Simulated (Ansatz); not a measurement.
`N=C(Cl)[SiH2][SiH3]`, 11 atoms. Total charge 0; spin multiplicity 1. All runs use 4 threads of an Arm Neoverse V1 on a shared host. Correlated methods freeze the cores.

Task: Give the basis size and wall time and peak host memory of each of these runs in Ansatz. RKS PBE0-D4/def2-SVP energy; RKS ωB97M-V/def2-SVP energy; RKS HSE06 (plane-wave form)-D4/def2-TZVPP energy; RKS PBE0-D4/def2-QZVPP energy; RKS ωB97M-V/def2-QZVPP energy; RKS PBE0-D4/def2-TZVP relaxation (10 steps); RKS PBE0-D4/def2-TZVPP energy; direct RPA on PBE orbitals/def2-TZVPP energy; RKS BHLYP-D4/def2-TZVPP energy; RKS PBE0-D4/def2-TZVP frequencies; RHF-CCSD(T)/def2-SVP energy; RHF-MP2/def2-QZVPP energy. (Best estimate.)

Result: The calculation gave: Other jobs shared the machine, so times are rough.

| level | job | functions | wall time | peak host memory (GiB) |
| --- | --- | --- | --- | --- |
| RKS PBE0-D4/def2-SVP | energy | 112 | 1.3 s | 0.24 |
| RKS PBE0-D4/def2-TZVPP | energy | 272 | 4.2 s | 0.81 |
| RKS BHLYP-D4/def2-TZVPP | energy | 272 | 4.2 s | 0.83 |
| RKS HSE06 (plane-wave form)-D4/def2-TZVPP | energy | 272 | 4.5 s | 0.85 |
| RHF-CCSD(T)/def2-SVP | energy | 112 | 4.7 s | 0.49 |
| RKS ωB97M-V/def2-SVP | energy | 112 | 6 s | 0.37 |
| direct RPA on PBE orbitals/def2-TZVPP | energy | 272 | 6 s | 0.65 |
| RKS PBE0-D4/def2-QZVPP | energy | 504 | 12 s | 2.2 |
| RKS ωB97M-V/def2-QZVPP | energy | 504 | 24 s | 2.6 |
| RHF-MP2/def2-QZVPP | energy | 504 | 27 s | 3.2 |
| RKS PBE0-D4/def2-TZVP | relaxation (10 steps) | 209 | 43 s | 0.61 |
| RKS PBE0-D4/def2-TZVP | frequencies | 209 | 2.9 min | 0.62 |
